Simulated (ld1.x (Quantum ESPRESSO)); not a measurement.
**Pseudopotential generation for erbium: TM, PBE, scalar-relativistic.**

```
Element                 : erbium (Er)
Generator               : ld1.x (Quantum ESPRESSO) 7.5
Type                    : norm-conserving Troullier–Martins (Kleinman–Bylander form)
Functional              : PBE
Relativity              : scalar-relativistic
Frozen core             : [Xe]
Valence charge          : 14
Reference configuration : 4f12 5d1 6s1 6p0
Partial waves           : 6s (bound): rc 3.10 bohr; 5d (bound): rc 2.40 bohr; 4f (bound): rc 0.95 bohr; 6p (bound, empty): rc 3.50 bohr
Local potential         : the p channel
Core correction         : none
```

All-electron outer shells of the reference configuration (PBE, scalar-relativistic, ld1.x):

```tsv
shell	level (eV)	outermost node (bohr)	outermost maximum (bohr)
5s	-51.32	0.60	1.11
5p	-25.90	0.65	1.28
6s	-3.76	1.52	3.38
4f	-2.67	–	0.51
6p	-1.20	1.88	4.92
5d	-0.80	0.73	2.18
```

Task: Estimate the cutoffs (Ry, on a coarse ladder) from which the occupation-weighted sum of valence levels, in a spherical-Bessel basis at the reference potential, stays within 10 and 1 mRy of its value at 400 Ry.

Result: over 300 Ry and over 300 Ry.

Task: Does the potential have ghost states?

Result: No extra level below or beside the all-electron valence levels (s, d, f, p tested). The logarithmic derivative shows an extra or strongly shifted pseudo pole above the reference energy (s near 0.18 Ry).

Task: Which valence shell sets the plane-wave cutoff?

Result: 4f: its level needs over 300 Ry to come within 1 mRy, against 21 Ry for 5d.

Task: Tests: 4f12 5d0 6s2 6p0; 4f12 5d0 6s1 6p0; 4f12 5d0 6s0 6p0; 4f12 5d0 6s0 6p1; 4f11 5d1 6s1 6p0; 4f12 5d0.5 6s1.5 6p0; 4f11 5d0 6s0 6p0. Which has the largest error in its energy relative to the reference configuration, and how large is it?

Result: 4f11 5d0 6s0 6p0, with -2277 meV (all-electron minus pseudo) on +41.60 eV.
